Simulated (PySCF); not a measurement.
**Lead: a sound run and one with changed settings**

Sound run: Pb [Xe] 4f14 5d10 6s2 6p2, Pb⁺ [Xe] 4f14 5d10 6s2 6p1. All numbers are calculated (PySCF 2.14, a scalar-relativistic core potential, in aug-cc-pVDZ-PP with ECP60MDF (5s4p3d, 32 functions)). The sound run starts from symmetry-adapted Hartree-Fock orbitals and uses a fine grid where one is needed.

Changed run: 6 angular points. This setting is unsound on purpose.

```
species  method  sound run (hartree)  changed run (hartree)  converged
     Pb     UHF           -191.83283             -191.83283        yes
     Pb    TPSS           -192.77190             -193.44969        yes
     Pb  r2SCAN           -192.92215             -193.75464        yes
    Pb⁺     UHF           -191.59122             -191.59122        yes
    Pb⁺    TPSS           -192.51748             -193.18532        yes
    Pb⁺  r2SCAN           -192.66122             -193.49135        yes
```

Ionisation energy of Pb:

| method | sound run (eV) | changed run (eV) |
| --- | --- | --- |
| UHF | 6.574 | 6.574 |
| TPSS | 6.923 | 7.194 |
| r2SCAN | 7.100 | 7.165 |

A coarse angular grid integrates products of high-l functions wrongly, so density functionals can shift, and the SCF can exploit the error; Hartree-Fock and MP2 need no grid.

For comparison, NIST gives 7.417 eV between the lowest levels.
